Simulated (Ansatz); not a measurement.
System: ZrO, charge -1, multiplicity 2. The spin state was set by rule; other spins were not relaxed. SMILES: [O]=[Zr-]
Coordinates optimised at B3LYP-D3(BJ)/def2-TZVP (Ansatz, an electronic-structure program):
```xyz
2

Zr     0.0000     0.0000    -0.2947
O      0.0000     0.0000     1.4736
```
Charge -1, spin multiplicity 2.

Parts of the frozen-core correlation energy in def2-QZVPPD (Ansatz, hartree). Frozen orbitals: 5; correlated occupied orbitals by spin: 6 and 5; virtual: 136 and 137. UHF or UKS for open shells. Spin-orbit coupling is left out. In def2 rows, elements after Kr have scalar-relativistic effective core potentials.

| term | value |
|---|---|
| reference (HF) | -121.44029 |
| MP2 opposite-spin | -0.26358 |
| MP2 same-spin | -0.10238 |
| CCSD correlation | -0.36157 |
| (T) | -0.02577 |
| T1 diagnostic | 0.094 |
| largest doubles amplitude | 0.092 |
| <S^2> of the reference | 1.355 |
